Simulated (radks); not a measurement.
Results of a calculation; reference values are marked as such.
Excited configurations of the cerium ion Ce3+: one electron is placed in a higher orbital outside [Xe]. The ground configuration is [Xe] 4f1. Level of theory: Dirac Kohn-Sham, PBE, spin-unpolarised, spherical densities, finite nucleus; open shells are shared between the two j in proportion to 2j + 1; Fermi nuclear charge, rms radius 4.8771 fm (a radial shooting solver on a logarithmic mesh with Libxc functionals). Excitation = E - E(ground); binding = E(ion) - E, where the ion is the core of charge +4; n* = 4/sqrt(2 binding) in atomic units, and the quantum defect is n - n*. Eigenvalue and <r> are those of j = l + 1/2.

outer orbital  excitation (eV)  binding (eV)     n*  quantum defect  eigenvalue (eV)  <r> (bohr)
5f                      23.459        14.237  3.910           1.090          -11.766       4.205
6f                      28.320         9.376  4.819           1.181           -8.130       7.390
7p                      25.225        12.470  4.178           2.822          -10.997       6.570
7d                      28.151         9.544  4.776           2.224           -8.416       8.105
7f                      31.156         6.540  5.770           1.230           -5.783       11.29

The Delta-SCF ionisation energy is 37.696 eV (NIST Atomic Spectra Database: 36.91 eV, semi-empirical). Self-interaction in the functional shifts the binding energies and quantum defects, so they are the method's values and not measured ones. Spin polarisation and multiplet splitting are left out, so open shells lie too high by an amount that depends on their filling. Sharing an open shell by 2j + 1 raises it above the true ground level by a part of the spin-orbit splitting, which enters the differences from NIST.

Beside tabulated values, note that spin-unpolarised runs miss the spin-polarisation part of the exchange energy of open shells.
